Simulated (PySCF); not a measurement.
Delta-SCF ions had no search for a lower state. Excitations are Tamm–Dancoff values on a coarser integration grid. The basis has no diffuse functions, so Rydberg states are missing or too high.

## C$_{9}$H$_{10}$SSi, SMILES `c1cc(c2sc(C)cc2c1)[SiH3]` (charge 0, multiplicity 1)

Method: M06-2X/def2-TZVP // B3LYP-D3(BJ)/def2-SVP in PySCF 2.14.0.

The HOMO is -7.36 eV and the dipole moment is 1.65 D. The HOMO–LUMO gap is 7.14 eV and the LUMO comes out as -0.21 eV. The S1 excitation (TDA) is 4.82 eV. The S1 oscillator strength is 0.012. The brightest of the four lowest singlets (TDA) comes out as 5.80 eV, the T1 excitation (TDA) is 3.70 eV and the S1–T1 gap (TDA) is 1.12 eV. The vertical ionisation energy (Delta-SCF) comes out as 8.16 eV. The total energy is -28207.92 eV and the cost is roughly 2.4 core-hours.

Bonded distances (Å): C1–C2 1.495, C1–H12 1.103, C1–H13 1.103, C1–H14 1.100, C2–C3 1.364, C2–S11 1.762, C3–C4 1.441, C3–H15 1.091, C4–C5 1.408, C4–C10 1.420, C5–C6 1.390, C5–H16 1.093, C6–C7 1.407, C6–H17 1.092, C7–C8 1.402, C7–H18 1.093, C8–Si9 1.880, C8–C10 1.409, Si9–H19 1.493, Si9–H20 1.493, Si9–H21 1.490, C10–S11 1.756. Angles (°): C2–C1–H12 111.6, C2–C1–H13 111.6, C2–C1–H14 110.1, H12–C1–H13 107.2, H12–C1–H14 108.1, H13–C1–H14 108.1, C1–C2–C3 128.5, C1–C2–S11 119.8, C3–C2–S11 111.8, C2–C3–C4 113.8, C2–C3–H15 122.8, C4–C3–H15 123.4, C3–C4–C5 129.4, C3–C4–C10 112.0, C5–C4–C10 118.6, C4–C5–C6 119.6, C4–C5–H16 119.8, C6–C5–H16 120.6, C5–C6–C7 120.7, C5–C6–H17 119.8, C7–C6–H17 119.4, C6–C7–C8 121.8, C6–C7–H18 118.9, C8–C7–H18 119.3, C7–C8–Si9 121.0, C7–C8–C10 116.5, Si9–C8–C10 122.5, C8–Si9–H19 110.7, C8–Si9–H20 110.7, C8–Si9–H21 108.6, H19–Si9–H20 107.7, H19–Si9–H21 109.5, H20–Si9–H21 109.5, C4–C10–C8 122.7, C4–C10–S11 110.6, C8–C10–S11 126.6, C2–S11–C10 91.8.
